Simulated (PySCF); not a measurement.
**Two-component Hartree-Fock for Cl (chlorine, neutral)**

Start: [Ne] 3s2 3p5; 3p1/2 filled at m_j = -1/2, +1/2; 3p3/2 filled at m_j = -1/2, +1/2, +3/2. Calculated with PySCF 2.14 in an even-tempered Gaussian basis (20 s from 0.0085 bohr⁻², ratio 2.8; 14 p from 0.011 bohr⁻², ratio 2.8; 5 d from 0.74 bohr⁻², ratio 3): generalised Hartree-Fock with the X2C-1e Hamiltonian and a Gaussian nucleus; one run each with spin-orbit coupling (SO) switched off, then screened by Boettger's factors, then bare.

```
spinor shell  electrons  ε, spin-free (eV)  ε, screened SO (eV)  ε, bare SO (eV)  weight of nominal j (screened SO)  rms radius, screened SO (bohr)
       1s1/2          2            -2864.3              -2864.3          -2864.3                              1.000                           0.105
       2s1/2          2            -290.47              -290.45          -290.45                              1.000                           0.479
       2p1/2          2            -219.71              -221.05          -221.21                              0.993                           0.449
       2p3/2          4            -219.71              -219.01          -218.93                              0.996                           0.452
       3s1/2          2            -29.387              -29.380          -29.379                              1.000                            1.67
       3p1/2          2            -13.785              -13.802          -13.807                              0.645                            2.02
       3p3/2          3            -13.785              -13.779          -13.776                              0.763                            2.01
```

```csv
quantity,spin-free,screened SO,bare SO
E (hartree),-460.88509,-460.88767,-460.88819
M_J,3/2,3/2,3/2
⟨J²⟩,3.758,3.758,3.758
⟨L²⟩,2.005,2.005,2.005
⟨S²⟩,0.753,0.753,0.753
```

Each row is a mean over spinors that exchange with the open shell spreads, by up to 3.355 eV (3s1/2).

Rows whose weight is well below 1 are mixtures of j = l ± 1/2: exchange outweighs spin-orbit coupling there, and the label is only the starting occupation.

Without spin-orbit coupling the j labels of p, d and f shells carry no meaning; the spin-free column gives the mean over the occupied spinors of each nl shell.
